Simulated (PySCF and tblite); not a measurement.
Values are calculated unless marked as measured or tabulated.
C4H4BrNO2, numbered as in [CH3:1][O:2][c:3]1[cH:4][c:5]([Br:6])[n:7][o:8]1.

Level: B3LYP-D3(BJ)/def2-SVP (IEF-PCM, dimethylsulfoxide)//GFN2-xTB, thermal terms from GFN2-xTB, symmetry numbers and mirror pairs counted. Conformers within 2.5 kcal/mol (GFN2-xTB free energy) were kept, 3 at most. GIAO shieldings: WP04/pcSseg-1 (IEF-PCM, dimethylsulfoxide). Shifts are against TMS (¹H), TMS (¹³C) at the same level. Codes: tblite and PySCF.

(1) List the conformer-averaged shifts at 298.15 K.

(2) How do the conformers differ?

Spin–orbit effects of the heavy atoms on shieldings are missing. At a carbon that bears Br the missing effect is some 10 ppm, beside I tens of ppm. Shifts are unscaled: against experiment ¹³C can be off by 15 ppm or more and ¹H by 0.8 ppm.

Results:

(1) ¹H: 5.82 (H4, 1H), 4.26 (H1, 3H) ppm. ¹³C: 189.0 (C3), 171.4 (C5), 94.5 (C4), 63.3 (C1) ppm.

(2) Torsions listed: C1–O2–C3–O8.
```csv
conformer,shape,weight %
1,180°,87.2
2,0°,12.8
```

| signal | 1 | 2 | average |
| --- | --- | --- | --- |
| H1 | 4.25 | 4.33 | 4.26 |
| H4 | 5.82 | 5.81 | 5.82 |
| C1 | 63.5 | 61.7 | 63.3 |
| C3 | 189.3 | 187.2 | 189.0 |
| C4 | 94.4 | 95.2 | 94.5 |
| C5 | 171.4 | 171.6 | 171.4 |


Conformer gaps in def2-SVP on xTB geometries can be 2 kcal/mol too large for S=O, P=O and other polar bonds.